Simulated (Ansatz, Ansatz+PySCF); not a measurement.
```xyz
4

N     0.0000    0.0001   -0.6159
N     0.0000   -0.0001    0.6159
H     0.0000    0.9957   -0.9141
H     0.0000   -0.9957    0.9141
```

Basis set: def2-SVP (spherical functions). Correlated methods keep 2 orbitals frozen. Charge 0, multiplicity 1.

Computed with Ansatz (development build ahead of 0.2.0); each method stands on the lowest determinant of its kind that the runs found. Restricted open shells among the atoms or ions are ROHF, correlated in semicanonical orbitals with singles. Restricted functionals stand beside restricted open-shell atoms, which can lie above the unrestricted atoms usual in DFT and then raise those values.

Question: Give the atomization energy at this shape (free ground-state atoms in the same class of orbitals less the molecule, no zero-point energy) of singlet N2H2 by ωB97X (restricted), ωB97X (unrestricted), r²SCAN (restricted), r²SCAN (unrestricted), PBE (restricted), PBE (unrestricted), PBE0 (restricted), PBE0 (unrestricted), RHF-CCSD(T), RHF-MP2, UHF-MP2, UHF, RHF.

Answer:

```
               method  atomization energy
   ωB97X (restricted)            12.92 eV
 ωB97X (unrestricted)            12.74 eV
  r²SCAN (restricted)            12.63 eV
r²SCAN (unrestricted)            12.50 eV
     PBE (restricted)            13.62 eV
   PBE (unrestricted)            13.56 eV
    PBE0 (restricted)            12.83 eV
  PBE0 (unrestricted)            12.76 eV
          RHF-CCSD(T)            11.61 eV
              RHF-MP2            11.67 eV
              UHF-MP2            11.27 eV
                  UHF             6.50 eV
                  RHF             6.67 eV
```

Caution for UHF-MP2: another reference gives a lower total. Caution for UHF-MP2, UHF: the determinant breaks the point group; the unrestricted determinant is spin contaminated.
